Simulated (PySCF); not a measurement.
**Dipole moment and polarisability of `CCC1=C[C@@H](C#N)[SiH2]1`**

Species: C6H9NSi.
Structure used (GFN2-xTB), in Å, numbered top down from 1:
```
atom  x, y, z in Å
C1     2.4771   -0.5030   -0.2514
C2     1.3978    0.4620   -0.7349
C3     0.1192    0.2459   -0.0015
C4    -0.6672    1.1334    0.6178
C5    -1.8073    0.3288    1.2049
C6    -3.0844    0.6606    0.6780
N7    -4.1080    0.9034    0.2220
Si8   -0.9528   -1.2529    0.4340
H9     3.3990   -0.3549   -0.8084
H10    2.6816   -0.3456    0.8053
H11    2.1483   -1.5316   -0.3874
H12    1.2271    0.2981   -1.8031
H13    1.7293    1.4953   -0.6017
H14   -0.5651    2.2045    0.7037
H15   -1.8509    0.3704    2.2958
H16   -0.4622   -2.1859    1.4459
H17   -1.6883   -1.9166   -0.6358
```

Level: PBE0/def2-SVPD (PySCF), static field, nuclei fixed, core orbitals frozen in the response. The polarisability tensor in these axes (au):

```
x   119.09  -9.27  -6.19
y    -9.27  96.23   1.24
z    -6.19   1.24  79.61
```

Question: Diagonalise the tensor; give its mean and Δα, where Δα² is half the sum of the squared differences of the eigenvalues.

Answer: Principal values 78.66, 93.00 and 123.27 au; mean 98.31 au = 14.57 Å³ = 16.21 × 10⁻⁴⁰ C²·m²/J; Δα = 39.45 au (40 % of the mean).

Question: What is the dipole moment, and where does it point?

Answer: (4.78, -1.21, 0.84) D, 5.00 D in size, pointing from the negative to the positive side. Measured along this direction, the outermost atoms are N7 at the negative end and H9 at the positive end.

Question: What are the principal values of the traceless quadrupole moment, Θ = ½Σq(3rr − r²1), about the centre of nuclear charge?

Answer: -22.16, 10.57, 11.59 D·Å. The values depend on the origin, since the dipole doesn't vanish. The electronic extent ⟨r²⟩ about the same centre is 1392 bohr², a root-mean-square distance of 2.43 Å for the 66 electrons.

Question: Rayleigh depolarisation ratio (linearly polarised light, static tensor)?

Answer: ρ = 3Δα²/(45ᾱ² + 4Δα²) = 4668.8/(434915 + 6225.1) = 0.0106.

Question: Form Σ f/ω² (atomic units) for the 8 lowest TDDFT singlets, given as eV and f, and set it beside the mean polarisability, which is this sum over all singlets: 6.12, 0.0118; 6.24, 0.0136; 6.54, 0.0177; 6.60, 0.0077; 6.92, 0.0834; 6.97, 0.1600; 7.01, 0.0204; 7.25, 0.0133.

Answer: They add up to 5.16 au, 5.2 % of the 98.31 au; the largest single term is 2.44 au, from the state at 6.97 eV. Terms in order: 0.23, 0.26, 0.31, 0.13, 1.29, 2.44, 0.31, 0.19 au. Higher excitations give the rest. The strengths listed sum to 0.328.

Question: Estimate the molar refractivity from the static electronic polarisability.

Answer: Lorentz–Lorenz: R = (4π/3)N_A α = 2.5225 cm³/(mol·Å³) × 14.57 Å³ = 36.7 cm³/mol, in the limit of long wavelengths.

The structure is a single GFN2-xTB conformer in the gas phase; no vibrational or solvent corrections.
